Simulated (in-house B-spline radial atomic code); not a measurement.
Ionisation energies along the 1-electron series, configuration 1s1, as differences of self-consistent energies. Dirac energy differences include first-order Breit, QED and recoil terms. NIST's values go from ground level to ground level; the uncertainty of those that are theory runs from under 0.1 % in few-electron ions to several per cent in heavy many-electron ones. Computed with an all-electron radial atomic-structure program (B-spline basis): Dirac-Hartree-Fock, average of the configuration, finite nuclei.

| ion | configuration after | ionisation energy (eV) | IE/(q+1)² (eV) | -ε less Coulomb ΔSCF (eV) | Breit and QED recoil part (eV) | tabulated value (eV) | tabulated kind | computed minus tabulated (eV) |
| --- | --- | --- | --- | --- | --- | --- | --- | --- |
| H | bare | 13.6 | 13.598 | -1.0066e-11 | -0.0074398 | 13.59844 | tabulated theory | 0 |
| He+ | bare | 54.4 | 13.604 | 1.2517e-10 | -0.0079045 | 54.41777 | tabulated theory | 0 |
| Li2+ | bare | 122.5 | 13.606 | 1.1156e-10 | -0.011551 | 122.4544 | tabulated theory | 0 |
| Be3+ | bare | 217.7 | 13.607 | 2.9921e-11 | -0.018884 | 217.7186 | tabulated theory | 0 |
| B4+ | bare | 340.2 | 13.609 | 0 | -0.029566 | 340.226 | tabulated theory | 0 |
| C5+ | bare | 490.0 | 13.611 | 1.3062e-09 | -0.046668 | 489.9932 | tabulated theory | 0 |
| N6+ | bare | ? | ? | ? | ? | ? | tabulated theory | ? |
| O7+ | bare | 871.4 | 13.616 | 1.3061e-09 | -0.097446 | 871.4099 | tabulated theory | 0 |
| F8+ | bare | 1103.1 | 13.619 | -1.1974e-09 | -0.13425 | 1103.118 | tabulated theory | 0 |
| Ne9+ | bare | 1362.2 | 13.622 | 6.5313e-10 | -0.18565 | 1362.199 | tabulated theory | 0 |
| Mg11+ | bare | 1962.7 | 13.63 | -5.4524e-11 | -0.32511 | 1962.664 | tabulated theory | 0 |
| Al12+ | bare | 2304.1 | 13.634 | 3.2676e-10 | -0.41678 | 2304.14 | tabulated theory | 0 |
| Si13+ | bare | 2673.2 | 13.639 | -8.4339e-10 | -0.53038 | 2673.178 | tabulated theory | 0 |
| P14+ | bare | 3069.8 | 13.644 | 8.1632e-10 | -0.66058 | 3069.842 | tabulated theory | 0 |
| S15+ | bare | ? | ? | ? | ? | ? | tabulated theory | ? |
| Cl16+ | bare | 3946.3 | 13.655 | 8.7076e-09 | -0.99301 | 3946.292 | tabulated theory | 0 |
| Ar17+ | bare | 4426.2 | 13.661 | 5.4424e-09 | -1.1924 | 4426.224 | tabulated theory | 0 |
| K18+ | bare | 4934.0 | 13.668 | -8.4362e-09 | -1.4297 | 4934.05 | tabulated theory | 0 |
| Ca19+ | bare | 5469.9 | 13.675 | 9.7958e-09 | -1.6941 | 5469.864 | tabulated theory | 0 |
| Sc20+ | bare | 6033.8 | 13.682 | 8.9799e-09 | -1.9834 | 6033.756 | tabulated theory | 0 |
| Ti21+ | bare | 6625.8 | 13.69 | -1.6326e-09 | -2.3104 | 6625.81 | tabulated theory | 0 |
| V22+ | bare | 7246.1 | 13.698 | -3.2653e-09 | -2.6737 | 7246.126 | tabulated theory | 0 |
| Cr23+ | bare | ? | ? | ? | ? | ? | tabulated theory | ? |
| Mn24+ | bare | 8572.0 | 13.715 | -1.1974e-08 | -3.5203 | 8571.954 | tabulated theory | 0 |

Problem. Fill in the row of N6+.

Solution. ionisation energy (eV): 667.0; IE/(q+1)² (eV): 13.613; -ε less Coulomb ΔSCF (eV): 7.3463e-10; Breit and QED recoil part (eV): -0.068195; tabulated value (eV): 667.0461; computed minus tabulated (eV): 0.

Problem. Fill in the row of S15+.

Solution. ionisation energy (eV): 3494.2; IE/(q+1)² (eV): 13.649; -ε less Coulomb ΔSCF (eV): 4.0812e-09; Breit and QED recoil part (eV): -0.81656; tabulated value (eV): 3494.189; computed minus tabulated (eV): 0.

Problem. Fill in the row of Cr23+.

Solution. ionisation energy (eV): 7894.8; IE/(q+1)² (eV): 13.706; -ε less Coulomb ΔSCF (eV): -3.5375e-09; Breit and QED recoil part (eV): -3.0784; tabulated value (eV): 7894.803; computed minus tabulated (eV): 0.
